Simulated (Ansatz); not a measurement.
Ansatz (a quantum-chemistry and plane-wave program) input (CCSD(T)/6-31G):

Ansatz 0.2 input:
```yaml
crystal:
  periodic: [false, false, false]
  atoms:
    - {symbol: Br, position_ang: [2.05824477, -0.48966353, -0.13878737]}
    - {symbol: Si, position_ang: [0.00002654, -0.00460554, 1.02396651]}
    - {symbol: Br, position_ang: [-1.45372505, -1.53672447, -0.14340573]}
    - {symbol: Br, position_ang: [-0.60453033, 2.02823021, -0.12739350]}
basis:
  gaussian:
    orbitals: 6-31G
total_charge: -1
magnetization: {spin_polarized: false}
correlation: {method: ccsd_t, electrons: outside_noble_gas}
```

End of the output:

```
integrals: 0.11 GiB planned
929 factors; integrals over basis functions are off by at most 5.6e-4 eV
1.25 GiB of device memory are held for the factors and their scratch space
mean field: 0.83 GiB planned
mean field evaluation 1: about -217832.3354 eV, gradient 1.5e1 eV
mean field evaluation 2: about -217832.3467 eV, gradient 1.5e1 eV
mean field evaluation 4: about -217833.3278 eV, gradient 9.8e-1 eV
mean field evaluation 8: about -217833.3382 eV, gradient 4.5e-4 eV
mean field evaluation 16: about -217833.3249 eV, gradient 1.5e-1 eV
mean field -217833.33819949 eV, -8005.2275260916 hartree, gradient 3.6e-6 eV, S^2 0.000000; 0 other end points of the search recorded, 0 dependent functions left out
47 core orbitals not correlated
reference -217833.33819949 eV, -8005.2275260916 hartree; 13, 13 occupied and 40, 40 virtual orbitals, 929 factors
second order -4.30040573 eV of doubles, -0.00000000 eV of singles
coupled cluster: 0.31 GiB planned
cycle   1  -4.74831651 eV  change   -4.5e-1 eV  update   8.0e-2
cycle   2  -4.93881128 eV  change   -1.9e-1 eV  update   2.5e-2
cycle   3  -4.97575588 eV  change   -3.7e-2 eV  update   1.0e-2
cycle   4  -4.97516626 eV  change    5.9e-4 eV  update   2.8e-3
cycle   5  -4.97518869 eV  change   -2.2e-5 eV  update   9.0e-4
cycle   6  -4.97534871 eV  change   -1.6e-4 eV  update   3.5e-4
cycle   7  -4.97527784 eV  change    7.1e-5 eV  update   1.2e-4
cycle   8  -4.97530494 eV  change   -2.7e-5 eV  update   3.1e-5
perturbative correction -0.13772218 eV, -0.0050611967 hartree
Total energy: -217838.45122661 eV, -8005.4154263723 hartree
```

It need not be the lowest isomer of its formula. Whether it binds its extra electron was not tested at this geometry.
